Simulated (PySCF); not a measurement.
Property card for `CCCN([SiH3])[SiH3]`

Species: C3H13NSi2.
Z-matrix (Å and degrees, GFN2-xTB geometry), rows numbered from 1:
```
C 
C   1  1.5230
C   2  1.5282  1  111.80
N   3  1.4494  2  113.21  1  -179.97
Si  4  1.7358  3  117.22  2    81.57
Si  4  1.7359  3  117.24  2   -81.44
H   1  1.0878  2  110.41  3    59.63
H   1  1.0880  2  110.55  3   -60.18
H   1  1.0875  2  110.67  3   179.72
H   2  1.0924  1  109.94  3  -120.79
H   2  1.0920  1  109.89  3   120.75
H   3  1.0946  2  109.02  1    58.69
H   3  1.0946  2  108.91  1   -58.64
H   5  1.4646  4  106.20  3    40.13
H   5  1.4705  4  112.98  3   -79.47
H   5  1.4582  4  106.62  3   159.85
H   6  1.4582  4  106.60  3  -159.85
H   6  1.4705  4  112.98  3    79.46
H   6  1.4644  4  106.16  3   -40.18
```

**GFN2-xTB geometry**

```yaml
Point_group_of_the_GFN2-xTB_geometry: Cs
Rotational_constants_A_B_C_of_the_GFN2-xTB_geometry: 2.756, 1.419, 1.029 GHz
```

PBE0/pcSseg-1 ground state and GIAO shieldings, non-relativistic (PySCF):

```yaml
Dipole_moment: 0.81 D
HOMO_energy: -6.84 eV
LUMO_energy: 0.34 eV
HOMO–LUMO_gap: 7.18 eV
Lowest_Hirshfeld_atomic_charge: -0.26 e on N4
Highest_Hirshfeld_atomic_charge: +0.34 e on Si5/Si6
13C_chemical_shifts_computed_TMS_as_zero_by_class: 59.8 (C3), 28.8 (C2), 12.9 (C1) ppm
1H_chemical_shifts_computed_TMS_as_zero_by_class: 4.75 (H14/H15/H16/H17/H18/H19), 2.98 (H12/H13), 1.56 (H10/H11), 0.94 (H7/H8/H9) ppm
Isotropic_shieldings_of_nuclei_other_than_C_and_H_by_class: 251 (N4), 395 (Si5/Si6) ppm
Mayer_bond_orders_between_heavy_atoms: C1–C2 1.06, C2–C3 1.01, C3–N4 0.91, N4–Si5 0.94, N4–Si6 0.94
```

Monoisotopic mass from the formula: 119.0587 u.

With B = h/(8π²I), that is 505.379 GHz u Å² over I, the principal moments of inertia are 183.4, 356.2 and 491.2 u Å² (most abundant isotopes); the inertial defect Ic − Ia − Ib is -48.4 u Å² (zero for a rigid planar frame, negative otherwise). The dipole matches unit charges of opposite sign 0.17 Å apart (1 e·Å = 4.8032 D). The rotational constants make it an asymmetric top with κ = (2B − A − C)/(A − C) = -0.55, nearer the prolate limit (−1).

One conformer (not necessarily the lowest) at the GFN2-xTB geometry, without solvent or vibrations. NMR classes are plain means over equivalent atoms (diastereotopic ones count apart unless rotation or inversion swaps them), as if these changed places fast; in this geometry the members of some classes differ.
